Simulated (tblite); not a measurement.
Run record: tight-binding relaxation, `N(/[Si@H](C)[GeH2][CH3])=C/C`.

Computed with GFN2-xTB geometry optimisation, gas phase (tblite 0.8.0). Start geometry: from a force field or distance geometry. The command runs a driver script over a list of jobs; the input below is this job's line of settings and its coordinates in Å.

Command:
```bash
OMP_NUM_THREADS=1 python probes_run.py task.json out
```

Input:
```
{"job": {"kind": "relax", "xc": "GFN2-xTB", "basis": "xTB"}, "charge": 0, "multiplicity": 1}
C     -2.309100     1.460200     0.057000
C     -1.658900     1.001800     1.313500
N     -0.853700    -0.024500     1.385900
Si    -0.376600    -1.043400    -0.003500
C      0.523700    -2.550200     0.665100
Ge     1.051600     0.112500    -1.392200
C      2.405700     0.997700    -0.306500
H     -2.969600     2.333400     0.285100
H     -1.548700     1.781500    -0.676900
H     -2.942800     0.648300    -0.367000
H     -1.870200     1.536600     2.237600
H     -1.565900    -1.498200    -0.739600
H      0.827500    -3.191400    -0.181200
H      1.428300    -2.222900     1.216600
H     -0.149800    -3.110400     1.333700
H      1.739600    -0.879700    -2.348600
H      0.279800     1.175500    -2.206900
H      3.104900     1.542500    -0.960200
H      2.963200     0.236600     0.285600
H      1.915700     1.704800     0.399300
```

Estimate the output.

```
step      E/eV     max force
  0    -591.62986    3.259
  1    -591.77792    2.419
  2    -591.85545    0.421
  3    -591.88652    0.413
  4    -591.91226    0.347
  5    -591.92484    0.245
  6    -591.93824    0.265
  7    -591.94958    0.300
  8    -591.95909    0.218
  9    -591.96518    0.145
... (150 lines left out)
160    -592.06844    0.049
161    -592.06872    0.043
162    -592.06902    0.026
163    -592.06913    0.023
164    -592.06929    0.022
165    -592.06937    0.015
166    -592.06942    0.018
167    -592.06947    0.018
168    -592.06951    0.012
169    -592.06953    0.009
```

«max force» is the largest atomic force in eV/Å.

From which step on does the largest force stay under 0.1 eV/Å, and how much energy is left to gain from there?

From step 146 (0.049 eV/Å), 8.7 meV above the end.

Main results: energy lowered by 10.1 kcal/mol over 169 steps; largest atomic force 0.009 eV/Å at the end.

Give the final coordinates.

0.765 Å rms from the input after alignment:
```
atom  x, y, z in Å
C1    -2.8736    1.2497    0.5058
C2    -1.5503    1.1025    1.1767
N3    -0.6290    0.3066    0.8899
Si4   -0.3255   -0.8879   -0.3008
C5     0.1516   -2.4309    0.6955
Ge6    1.5326   -0.0652   -1.4737
C7     2.7691    1.0919   -0.4609
H8    -3.6694    1.1090    1.2356
H9    -2.9687    2.2589    0.1076
H10   -2.9815    0.5284   -0.2983
H11   -1.3866    1.7818    2.0180
H12   -1.4028   -1.2685   -1.2392
H13    0.5490   -3.1963    0.0359
H14    0.9151   -2.1914    1.4290
H15   -0.6964   -2.8530    1.2248
H16    2.3734   -1.1849   -2.0530
H17    1.1678    0.7069   -2.7271
H18    3.6114    1.4091   -1.0702
H19    3.1570    0.5648    0.4069
H20    2.2517    1.9794   -0.1055
```

The run took 1.5 s wall on one thread of an Arm Neoverse V1 (shared host).
Labels such as C1 count atoms from 1, the log's own numbers from 0.
